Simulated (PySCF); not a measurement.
Compound: C5H6N2O.
Numbering: `[CH3:1][n:2]1[n:3][cH:4][cH:5][c:6]1[CH:7]=[O:8]` (hydrogens: H9, H10, H11 on C1; H12 on C4; H13 on C5; H14 on C7)

Jobs on this species (14 atoms, 58 electrons) with PySCF (density fitting). Hardware of each: an Intel Xeon Platinum 8488C with one thread, no GPU, shared host. The host was shared with other jobs, so the times are rough. Peak memory is the resident size of the whole Python process, interpreter and libraries included.

```csv
level and settings,work,basis functions,SCF cycles,wall time,peak memory
"X3LYP/cc-pVDZ, energy threshold 1e-08 Eh","spin–spin couplings from 13 perturbed nuclei, spin–dipole term for 2 of them",142,?,?,?
PBE0/pcSseg-1,"shieldings, ring-centre shieldings, charges and field gradients",166,15,31 s,0.73 GiB
LC-wPBE/6-31G-J,"spin–spin couplings from 13 perturbed nuclei, spin–dipole term for 2 of them",120,16,40 s,0.56 GiB
"PBE/aug-cc-pVDZ, level shift 0.2 Eh","shieldings, ring-centre shieldings, charges and field gradients",238,13,86 s,0.71 GiB
CAM-B3LYP/def2-SVPD,"spin–spin couplings from 13 perturbed nuclei, spin–dipole term for 2 of them",211,15,86 s,0.99 GiB
PBE0/def2-SVPD,"6 singlets by full TDDFT, 2 Tamm–Dancoff triplets, polarisability",211,14,44 s,0.87 GiB
"X3LYP/pcSseg-1, IEF-PCM cyclohexane, grid level 3, energy threshold 1e-08 Eh","shieldings, ring-centre shieldings",166,11,37 s,0.87 GiB
```

Task: Fill in the missing figures.

Result: 
- X3LYP/cc-pVDZ, energy threshold 1e-08 Eh; spin–spin couplings from 13 perturbed nuclei, spin–dipole term for 2 of them: 33 s, 0.75 GiB, 11 SCF cycles

Task: What do all jobs in the table cost together?

Result: About 6.0 min; the longest takes about 24 % of that, and about 2.8 times as long as the shortest.
